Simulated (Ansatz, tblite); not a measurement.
Spin states of SnO₂⁻, each relaxed with r2SCAN-D4/def2-TZVPD in Ansatz. Electronic energies in the gas phase.

In the def2 sets Sn takes a core potential; there is no spin–orbit coupling. The xTB rows come from tblite. LC-ωPBE has ω = 0.4 bohr⁻¹. Correlated methods freeze 6 core orbitals; core or outer-core shells of Sn are correlated, in sets that lack core-valence functions. In CCSD on the charge -1 doublet the largest single amplitude is 0.24, so its Hartree–Fock determinant may place the open shell otherwise than the density functionals do. The structure comes from a short search, and lower isomers may exist.

Doublet geometry (C2v within 0.1 Å):

Cartesian coordinates in Å:
```
Sn 0.553 -0.096 0.106
O -0.055 -0.448 -1.661
O -0.498 0.544 1.555
```

Quartet geometry (C2v within 0.1 Å):

```xyz
3

Sn    0.5651   -0.6647    0.3160
O    -0.0541   -0.1377   -1.5555
O    -0.5110    0.8024    1.2395
```

⟨S²⟩: doublet 0.77 at PBE0-D4/def2-TZVPD (pure 0.75), quartet 3.77 at PBE0-D4/def2-TZVPD (pure 3.75).

Run but left out: HF/def2-TZVPD, HF/def2-TZVPPD, MP2/def2-TZVPD, MP2/def2-TZVPPD (doublet: a determinant that CCSD turns far, T1 0.079).

Only these spin states were relaxed.

```json
{"level": "GFN1-xTB", "quartet − doublet (kJ/mol)": "596.0", "lowest of these": "doublet", "remarks": "–"}
{"level": "GFN2-xTB", "quartet − doublet (kJ/mol)": "486.4", "lowest of these": "doublet", "remarks": "–"}
{"level": "LDA (SPW92)/def2-TZVPD", "quartet − doublet (kJ/mol)": "299.3", "lowest of these": "doublet", "remarks": "HOMO above zero (quartet)"}
{"level": "PBE-D4/def2-TZVPD", "quartet − doublet (kJ/mol)": "263.8", "lowest of these": "doublet", "remarks": "HOMO above zero (quartet)"}
{"level": "revPBE-D4/def2-TZVPD", "quartet − doublet (kJ/mol)": "253.4", "lowest of these": "doublet", "remarks": "HOMO above zero (quartet)"}
{"level": "r2SCAN-D4/def2-TZVPD", "quartet − doublet (kJ/mol)": "237.5", "lowest of these": "doublet", "remarks": "HOMO above zero (quartet)"}
{"level": "PBE0-D4/def2-TZVPD", "quartet − doublet (kJ/mol)": "228.3", "lowest of these": "doublet", "remarks": "HOMO above zero (quartet)"}
{"level": "LC-ωPBE/def2-TZVPD", "quartet − doublet (kJ/mol)": "225.1", "lowest of these": "doublet", "remarks": "–"}
{"level": "PBE-QIDH/def2-TZVPD", "quartet − doublet (kJ/mol)": "249.2", "lowest of these": "doublet", "remarks": "–"}
{"level": "RPA@PBE/def2-TZVPD", "quartet − doublet (kJ/mol)": "242.0", "lowest of these": "doublet", "remarks": "–"}
{"level": "CCSD/def2-TZVPPD", "quartet − doublet (kJ/mol)": "217.3", "lowest of these": "doublet", "remarks": "large T1 (0.079) (doublet)"}
{"level": "CCSD(T)/def2-TZVPPD", "quartet − doublet (kJ/mol)": "259.5", "lowest of these": "doublet", "remarks": "large T1 (0.079) (doublet)"}
```

Change of the quartet − doublet gap on mixing in exact exchange, in kJ/mol: PBE to PBE0 (25 % exact exchange) -35.6.

The xTB methods have no term that favours high spin, so they put low spin too low.
